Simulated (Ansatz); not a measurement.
Total energies of the cluster Cu₃H₃ (the lowest singlet isomer of a short search) from Ansatz at CCSD(T)/def2-TZVP, gas phase (1 Eh = 27.2114 eV = 2625.5 kJ/mol). The reference geometry is relaxed at PBE-D4/def2-SVP.

Cartesian coordinates in Å:
```
Cu -1.038 -0.779 0.336
Cu -0.180 1.317 -0.175
Cu 1.218 -0.538 -0.162
H -1.717 0.758 0.228
H 1.464 1.099 -0.474
H 0.254 -1.857 0.246
```

```tsv
state	geometry	energy (Eh)
charge 0 singlet	reference	-4919.78739
charge 1 doublet	reference	-4919.46674
charge 0 triplet	relaxed at PBE-D4/def2-SVP	-4919.65818
charge 0 quintet	relaxed at PBE-D4/def2-SVP	-4919.55574
free Cu atom (doublet)	–	-1639.28414
free H atom (doublet)	–	-0.49981
```

Correlated methods freeze 27 core orbitals. In CCSD on the charge 0 quintet the largest single amplitude is 0.32, so its Hartree–Fock determinant may place the open shell otherwise than the density functionals do.

**Question.** Work out the vertical ionisation energy to the doublet.

**Answer.** E(charge 1 doublet) − E(charge 0 singlet) = -4919.46674 − (-4919.78739) = 0.32065 Eh = 8.73 eV.

**Question.** Which of the charge 0 states is lowest, and how far above it are the others?

**Answer.** The singlet. triplet: -4919.65818 − (-4919.78739) = 0.12921 Eh = 339.2 kJ/mol; quintet: -4919.55574 − (-4919.78739) = 0.23165 Eh = 608.2 kJ/mol. The triplet differs in its bonds from the reference. The quintet differs in its bonds from the reference.

**Question.** What is the binding energy per atom against free atoms?

**Answer.** Atoms: 3 × (-1639.28414) + 3 × (-0.49981) = -4919.35185 Eh. Binding: -4919.35185 − (-4919.78739) = 0.43554 Eh = 11.85 eV, or 1.98 eV for each of 6 atoms (no zero-point energy, no counterpoise term).

At CCSD(T)/def2-TZVP T1 of the charge 1 doublet is large (up to 0.074), so the single-reference result is doubtful. At CCSD(T)/def2-TZVP T1 of the charge 0 triplet is large (up to 0.082), so the single-reference result is doubtful. At CCSD(T)/def2-TZVP T1 of the charge 0 quintet is large (up to 0.076), so the single-reference result is doubtful. At CCSD(T)/def2-TZVP the charge 0 triplet is spin-contaminated (final ⟨S²⟩ up to 2.19, 2.00 for a pure state). 

The structure comes from a short search, and lower isomers may exist.
